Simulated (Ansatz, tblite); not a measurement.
Removing and adding an electron: the cluster Cu4B. Total charge 0; doublet. Geometry: B3LYP-D4/def2-SVP. Ansatz, gas phase; energy differences of separate SCF runs; the oxidised species is a triplet (the singlet lies 0.13 eV higher at PBE0-D4/def2-TZVP); the reduced species is a singlet (the triplet lies 0.76 eV higher at PBE0-D4/def2-TZVPD).

```xyz
5

B    -0.807   -0.490   -0.064
Cu   -1.216    1.236    0.737
Cu    0.510    0.876   -1.012
Cu    0.889   -0.025    1.123
Cu    0.624   -1.596   -0.784
```

The xTB rows come from tblite. The structure comes from a short search, and lower isomers may exist.

```tsv
level	−HOMO (eV)	vertical IE (eV)	−LUMO (eV)	vertical EA (eV)	HOMO–LUMO gap (eV)	IE − EA (eV)	remarks
GFN1-xTB	–	13.63	–	8.28	–	5.34	–
PBE-D4/def2-TZVPD	4.69	–	4.17	1.98	0.52	–	HOMO above zero (-1 singlet)
r2SCAN-D4/def2-TZVP	4.69	6.86	3.89	–	0.80	–	–
PBE0-D4/def2-TZVP	5.22	6.72	3.12	–	2.10	–	–
```

(1) Estimate the rows for GFN2-xTB, PBE-D4/def2-TZVP, r2SCAN-D4/def2-TZVPD, PBE0-D4/def2-TZVPD.

Answers

(1) 
| level | −HOMO (eV) | vertical IE (eV) | −LUMO (eV) | vertical EA (eV) | HOMO–LUMO gap (eV) | IE − EA (eV) | remarks |
| --- | --- | --- | --- | --- | --- | --- | --- |
| GFN2-xTB | – | 9.76 | – | 4.42 | – | 5.34 | – |
| PBE-D4/def2-TZVP | 4.67 | 7.03 | 4.15 | – | 0.52 | – | – |
| r2SCAN-D4/def2-TZVPD | 4.70 | – | 3.91 | 1.87 | 0.80 | – | HOMO above zero (-1 singlet) |
| PBE0-D4/def2-TZVPD | 5.23 | – | 3.14 | 1.73 | 2.10 | – | – |

   A HOMO above zero means that the electron is unbound at that level or that self-interaction error raises the level; the energy of removing that electron tells which. HOMO and LUMO are the levels of the spin that leaves or enters (xTB has no such levels and no spin-polarisation term). Other spin states of the ions may lie lower, which would lower the ionisation energy or raise the affinity. Raw xTB energy differences between charge states are shifted by several eV; the methods need an empirical correction for them.
